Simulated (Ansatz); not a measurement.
Input for Ansatz (a quantum-chemistry and plane-wave program): U-B3LYP/cc-pVTZ on CH3N (SMILES C=N), a point of a bond scan (R = 1.895 Å).

Ansatz 0.2 input:
```yaml
crystal:
  periodic: [false, false, false]
  atoms:
    - {symbol: C, position_ang: [-0.55740008, 0.17855308, 0.01045098]}
    - {symbol: N, position_ang: [1.18324239, -0.56915657, -0.02324073]}
    - {symbol: H, position_ang: [-1.41804796, -0.49076045, 0.02134142]}
    - {symbol: H, position_ang: [-0.77858901, 1.25082695, 0.02015765]}
    - {symbol: H, position_ang: [1.90005395, 0.15881858, -0.03136443]}
basis:
  gaussian:
    orbitals: cc-pVTZ
hamiltonian:
  xc: {name: B3LYP}
magnetization: {spin_polarized: true, initial_magnetization: 0}
```

**Question.** Give the final energy of this run.

**Answer.** -94.5056 hartree. Its determinant has ⟨S²⟩ = 0.70, a mixture of spin states.
